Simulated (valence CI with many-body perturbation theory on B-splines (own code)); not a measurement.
Forbidden lines of Nb17+

Level of theory: valence CI with perturbative core correlation (CI+MBPT): six valence electrons over a frozen Dirac-Fock core [Ar], a basis of 7 s, 7 p, 8 d, 6 f, 4 g, 1 h functions for each j, with the one-electron correlation potential Σ1 (screened to all orders), the two-electron term Σ2, the three-electron term Σ3, Breit, model QED; selected single and double excitations, second order for the rest, scaled by the run's own slope (own B-spline code, finite nucleus).

No measured levels were compared; by estimate terms of the open shell hold to 2 to 4 % of their energy, and close levels can change places. Core correlation moves these levels by up to 8900 cm⁻¹, and in measured spectra 5 to 20 % of such shifts remained as error; rates that hang on mixing are uncertain with them. Among the levels kept, up to 700 cm⁻¹ of a level comes from second order outside the variational space, and about a tenth of that is noise between levels of different J, which matters for small intervals. Only levels of the ground parity were solved; by the run's estimate the other parity begins above the list, which can be wrong where configurations are misplaced.

Lines 1 to 50 of 120 in falling wavelength, among levels below 43.770 eV, chosen from the decays that carry over 1 % of a level's rate. Wavelengths and rates use the calculated energies, so an error of 2000 cm⁻¹ moves a line at 1184 nm by 24 % and its rate by three times that or more. Weak lines are less certain than strong ones. Lines between different terms over intervals too small for the method are left out, as are lines whose strength nearly cancels. Intervals below about 2000 cm⁻¹, as at the head of this list, are uncertain by tens of per cent. Branching is blank where the lifetime is uncertain.

Names give the largest LS component (configuration and term), which can be under half, so a name can repeat, a term be missing and a line seem to break the LS rules; names also repeat where a configuration has a term twice. Letters in brackets count levels of one name in rising energy.

```
λ vac (nm)         Upper         Lower  Type   A (s⁻¹)  Branch %
      5690      3d⁶ ⁵D_0      3d⁶ ⁵D_1    M1  8.03e-01     100.0
      2645      3d⁶ ⁵D_2      3d⁶ ⁵D_3    M1  3.03e+00     100.0
      2003      3d⁶ ⁵D_1      3d⁶ ⁵D_2    M1  1.04e+01     100.0
      1184      3d⁶ ³H_5  3d⁶ ³F_4 [a]    M1  7.38e+00      34.9
     968.7      3d⁶ ³G_5      3d⁶ ³H_4    M1  7.55e+00       2.4
     732.6      3d⁶ ⁵D_3      3d⁶ ⁵D_4    M1  8.53e+01     100.0
     658.7      3d⁶ ³G_4      3d⁶ ³H_4    M1  1.04e+01       4.5
     630.7      3d⁶ ³H_4      3d⁶ ³H_5    M1  3.96e+01       5.3
     594.0      3d⁶ ¹I_6      3d⁶ ³G_5    M1  3.53e+00       1.0
     593.2  3d⁶ ³F_2 [a]  3d⁶ ³P_2 [a]    M1  4.31e+00       1.2
     586.0      3d⁶ ³D_1  3d⁶ ³P_1 [a]    M1  4.51e+01       5.3
     545.8  3d⁶ ³F_3 [a]  3d⁶ ³F_4 [a]    M1  8.89e+01      13.9
     490.0      3d⁶ ³G_3      3d⁶ ³H_4    M1  1.67e+01       3.9
     486.2      3d⁶ ³D_1  3d⁶ ³P_0 [a]    M1  2.21e+01       2.6
     472.5      3d⁶ ³G_4  3d⁶ ³F_3 [a]    M1  1.10e+01       4.8
     452.7  3d⁶ ¹G_4 [a]      3d⁶ ³G_3    M1  2.08e+01       1.7
     428.1      3d⁶ ³G_3  3d⁶ ³F_2 [a]    M1  8.26e+01      19.1
     411.5      3d⁶ ³H_4  3d⁶ ³F_4 [a]    M1  2.60e+02      34.9
     408.2  3d⁶ ³P_0 [b]      3d⁶ ³D_1    M1  3.31e+01       2.7
     406.4  3d⁶ ¹D_2 [a]      3d⁶ ³D_1    M1  2.78e+01       2.4
     388.7      3d⁶ ³D_2  3d⁶ ³F_2 [a]    M1  1.31e+01       3.1
     387.3  3d⁶ ¹D_2 [a]      3d⁶ ³D_3    M1  5.86e+01       5.0
     382.0      3d⁶ ³G_5      3d⁶ ³H_5    M1  9.42e+01      29.6
     378.9      3d⁶ ³G_3  3d⁶ ³F_3 [a]    M1  1.25e+02      28.8
     352.9      3d⁶ ³G_5      3d⁶ ³H_6    M1  2.04e+02      64.1
     347.7      3d⁶ ³D_2  3d⁶ ³F_3 [a]    M1  5.93e+01      13.8
     331.5  3d⁶ ³P_1 [b]  3d⁶ ¹D_2 [a]    M1  2.54e+01          
     330.4  3d⁶ ³P_1 [b]  3d⁶ ³P_0 [b]    M1  1.93e+02          
     324.5      3d⁶ ³D_3  3d⁶ ³F_2 [a]    M1  1.17e+01       1.3
     323.5  3d⁶ ¹D_2 [a]      3d⁶ ³D_2    M1  2.13e+01       1.8
     322.2      3d⁶ ³G_4      3d⁶ ³H_5    M1  1.10e+02      47.9
     314.2  3d⁶ ³P_1 [a]  3d⁶ ³P_2 [a]    M1  8.38e+02      50.9
     310.8  3d⁶ ¹G_4 [a]      3d⁶ ³G_5    M1  9.09e+01       7.5
     309.2  3d⁶ ³F_4 [b]      3d⁶ ¹F_3    M1  1.27e+02          
     307.7      3d⁶ ¹F_3      3d⁶ ³D_3    M1  1.69e+01       4.5
     300.5  3d⁶ ¹D_2 [a]      3d⁶ ³G_3    M1  4.06e+01       3.5
     295.4      3d⁶ ³D_3  3d⁶ ³F_3 [a]    M1  4.26e+01       4.6
     266.0      3d⁶ ¹F_3      3d⁶ ³D_2    M1  2.71e+01       7.2
     250.3      3d⁶ ¹F_3      3d⁶ ³G_3    M1  7.27e+00       1.9
     248.7      3d⁶ ³G_3  3d⁶ ³P_2 [a]    M1  7.32e+00       1.7
     240.6  3d⁶ ³P_0 [b]  3d⁶ ³P_1 [a]    M1  1.04e+03      84.8
     240.0  3d⁶ ¹D_2 [a]  3d⁶ ³P_1 [a]    M1  1.02e+02       8.8
     235.3  3d⁶ ¹G_4 [a]      3d⁶ ³H_4    M1  5.59e+02      46.1
     234.8      3d⁶ ³D_2  3d⁶ ³P_2 [a]    M1  1.02e+02      23.8
     232.5      3d⁶ ¹I_6      3d⁶ ³H_5    M1  9.97e+01      29.6
     228.2  3d⁶ ³P_2 [a]      3d⁶ ⁵D_1    M1  2.18e+02      16.7
     223.7      3d⁶ ³G_3  3d⁶ ³F_4 [a]    M1  5.35e+01      12.3
     221.4      3d⁶ ¹I_6      3d⁶ ³H_6    M1  2.34e+02      69.4
     221.3      3d⁶ ¹F_3      3d⁶ ³G_4    M1  5.92e+01      15.7
     209.8      3d⁶ ³D_3  3d⁶ ³P_2 [a]    M1  1.60e+02      17.1
```
